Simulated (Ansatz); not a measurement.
Basis-set series for Cl2OSW, SMILES `[O]=[W](=[S])([Cl])[Cl]`. The species carries charge 0 and has multiplicity 1. W takes the def2 core potential. All single points use the PBE0-D4/def2-TZVP geometry.

Cartesian coordinates in Å:
```
O 1.410 -0.737 0.765
W 0.061 -0.036 0.034
S 0.535 1.991 -0.364
Cl -0.341 -1.095 -1.906
Cl -1.665 -0.123 1.470
```

```tsv
functional	basis	functions	energy (Eh)	HOMO (eV)	LUMO (eV)
PBE0-D4	def2-SVP	100	-1460.12230	-8.31	-3.49
PBE0-D4	def2-QZVPP	348	-1460.73751	-8.24	-3.51
ωB97M-V	def2-SVP	100	-1460.46484	-10.38	-1.44
ωB97M-V	def2-QZVPP	348	-1461.07511	-10.35	-1.51
```

Task: Give the rows for def2-TZVPP. (An estimate is asked.)

Result: Ansatz gave: 
```csv
functional,basis,functions,energy (Eh),HOMO (eV),LUMO (eV)
PBE0-D4,def2-TZVPP,213,-1460.69367,-8.23,-3.49
ωB97M-V,def2-TZVPP,213,-1461.03355,-10.33,-1.48
```
